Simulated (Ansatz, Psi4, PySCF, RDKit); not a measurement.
Noncovalent pair: HF (SMILES F) (first 2 atoms) with H2S (SMILES S); geometry from B3LYP-D3(BJ)/def2-TZVP.
(charge 0, multiplicity 1):
```json
[
 {"atom": "F", "x (Å)": "-0.3220", "y (Å)": "1.2299", "z (Å)": "0.1026"},
 {"atom": "H", "x (Å)": "-0.0385", "y (Å)": "0.6519", "z (Å)": "0.7866"},
 {"atom": "S", "x (Å)": "0.4358", "y (Å)": "-0.7139", "z (Å)": "2.4996"},
 {"atom": "H", "x (Å)": "-0.1423", "y (Å)": "0.0907", "z (Å)": "3.4072"},
 {"atom": "H", "x (Å)": "-0.6831", "y (Å)": "-1.4397", "z (Å)": "2.3360"}
]
```

Counterpoise-corrected where a basis set is named; no monomer relaxation. Rows marked so take none. RDKit's UFF carries no charges.

Frozen-core correlation. CBS(a, b) extrapolates the correlation energy as X⁻³ and adds the Hartree–Fock energy of set b. Rows in 6-31G*, STO-3G carry no dispersion term and start afresh at each structure (6-31G* with six Cartesian d functions).

Programs: Ansatz (Gaussian orbitals); Psi4 for SAPT; PySCF for 6-31G* rows, STO-3G rows, the dispersion terms; RDKit for the force fields. Values without a source in brackets are computed.

```tsv
level	interaction energy (kcal/mol)
UFF	14.27
HF/STO-3G (no counterpoise)	-3.01
B97M-V/def2-TZVPPD	-5.66
B3LYP/6-31G* (no counterpoise)	-5.15
B2PLYP-D3(BJ)/def2-TZVPPD	-5.63
MP2/aug-cc-pV(D+d)Z	-4.60
CCSD(T)/aug-cc-pV(Q+d)Z	-5.18
CCSD(T)/CBS(aug-cc-pV(T+d)Z, aug-cc-pV(Q+d)Z)	___
SAPT0/jun-cc-pV(D+d)Z	-4.63
```

Q: What belongs in the gaps?

A: 
- CCSD(T)/CBS(aug-cc-pV(T+d)Z, aug-cc-pV(Q+d)Z), interaction energy (kcal/mol): -5.33

Ansatz is a quantum-chemistry and plane-wave program.
